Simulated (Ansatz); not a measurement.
Coupled-cluster run, `[F][Cd][N]([SiH3])[SiH3]`.

```yaml
crystal:
  periodic: [false, false, false]
  atoms:
    - {symbol: F, position_ang: [-0.145270, -1.875095, 3.655740]}
    - {symbol: Cd, position_ang: [-0.073838, -0.994039, 1.941746]}
    - {symbol: N, position_ang: [0.002604, -0.062868, 0.171302]}
    - {symbol: Si, position_ang: [-1.479900, 0.471828, -0.525865]}
    - {symbol: Si, position_ang: [1.538094, 0.091365, -0.595667]}
    - {symbol: H, position_ang: [-2.560102, 0.342820, 0.494497]}
    - {symbol: H, position_ang: [-1.389681, 1.895296, -0.955157]}
    - {symbol: H, position_ang: [-1.878394, -0.333389, -1.715271]}
    - {symbol: H, position_ang: [2.597834, -0.307205, 0.375265]}
    - {symbol: H, position_ang: [1.784242, 1.495123, -1.028756]}
    - {symbol: H, position_ang: [1.669908, -0.780834, -1.797233]}
basis:
  gaussian: {orbitals: def2-SVP}
correlation: {method: ccsd_t}
```

```sh
$ ansatz run in.yaml --threads 4 --pin off --events-out ev --progress --plain --max-ram 11315MiB
```

The program prints (abridged):

```
Functional definition: HF
1234 factors; integrals over basis functions are off by at most 1.2e-3 eV
mean field evaluation 1: about -24535.1849 eV, gradient 4.4e1 eV
mean field evaluation 2: about -24535.3825 eV, gradient 4.4e1 eV
mean field evaluation 4: about -24539.6653 eV, gradient 3.3e0 eV
mean field evaluation 8: about -24539.7245 eV, gradient 3.8e-1 eV
mean field -24539.72508270 eV, -901.8182631662 hartree, gradient 2.4e-6 eV, S^2 0.000000; 0 other end points of the search recorded, 0 dependent functions left out
12 core orbitals not correlated, not the lowest: weight in the atoms' cores, before any rotation towards them, 1.000 or more for the frozen orbitals, at most 0.000 for the correlated occupied ones
reference -24539.72508270 eV, -901.8182631662 hartree; 23, 23 occupied and 90, 90 virtual orbitals, 1234 factors
second order -25.34416196 eV of doubles, -0.00000000 eV of singles
cycle   1  -25.32252366 eV  change    2.2e-2 eV  update   1.4e-1
cycle   2  -26.00293798 eV  change   -6.8e-1 eV  update   4.5e-2
cycle   3  -26.20321953 eV  change   -2.0e-1 eV  update   3.0e-2
cycle   4  -26.20132329 eV  change    1.9e-3 eV  update   9.3e-3
cycle   5  -26.18734352 eV  change    1.4e-2 eV  update   4.3e-3
cycle   6  -26.18898503 eV  change   -1.6e-3 eV  update   1.3e-3
cycle   7  -26.18935341 eV  change   -3.7e-4 eV  update   4.4e-4
cycle   8  -26.18900314 eV  change    3.5e-4 eV  update   1.6e-4
cycle   9  -26.18900643 eV  change   -3.3e-6 eV  update   7.1e-5
cycle  10  -26.18910397 eV  change   -9.8e-5 eV  update   2.7e-5
cycle  11  -26.18907401 eV  change    3.0e-5 eV  update   1.1e-5
perturbative correction -0.63200216 eV, -0.0232256509 hartree
Total energy: -24566.54615887 eV, -902.8039195354 hartree
```

Hardware: 4 threads of an AMD EPYC 9R45 on a shared host. Wall time 6 s, peak host memory 0.89 GiB.

Correlation energy per correlated electron: -0.583 eV. T1 diagnostic: 0.0160.
